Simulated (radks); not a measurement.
The numbers below are computed, except where a source is named.
Problem. Excited configurations of the helium ion He+: one electron is placed in a higher orbital outside the bare nucleus. The ground configuration is 1s1. Level of theory: scalar-relativistic Kohn-Sham, PBEsol, spin-polarised, spherical densities, finite nucleus; open shells are filled with parallel spins first; Gaussian nuclear charge, rms radius 1.6755 fm (a radial shooting solver on a logarithmic mesh with Libxc functionals). Excitation = E - E(ground); binding = E(ion) - E, where the ion is the core of charge +2; n* = 2/sqrt(2 binding) in atomic units, and the quantum defect is n - n*.

outer orbital  excitation (eV)  binding (eV)     n*  quantum defect  eigenvalue (eV)  <r> (bohr)
2p                      40.085        13.513  2.007          -0.007          -10.039       2.517
3p                      47.287         6.310  2.937           0.063           -4.963       6.070
3d                      47.474         6.124  2.981           0.019           -4.494       5.210
4p                      49.952         3.646  3.864           0.136           -2.935       11.03
4f                      50.080         3.517  3.934           0.066           -2.576       8.814
5p                      51.219         2.379  4.783           0.217           -1.943       17.38
5d                      51.230         2.368  4.794           0.206           -1.902       16.48
6p                      51.920         1.677  5.696           0.304           -1.385       25.11
6d                      51.924         1.674  5.702           0.298           -1.368       24.19
6f                      51.932         1.665  5.717           0.283           -1.336       22.86
7d                      52.350         1.247  6.605           0.395           -1.031       33.29

Estimate the row for 5f.

Solution. excitation (eV) 51.255; binding (eV) 2.342; n* 4.820; quantum defect 0.180; eigenvalue (eV) -1.826; <r> (bohr) 15.16. The Delta-SCF ionisation energy is 53.598 eV (NIST Atomic Spectra Database: 54.418 eV, theoretical). Self-interaction in the functional shifts the binding energies and quantum defects, so they are the method's values and not measured ones.
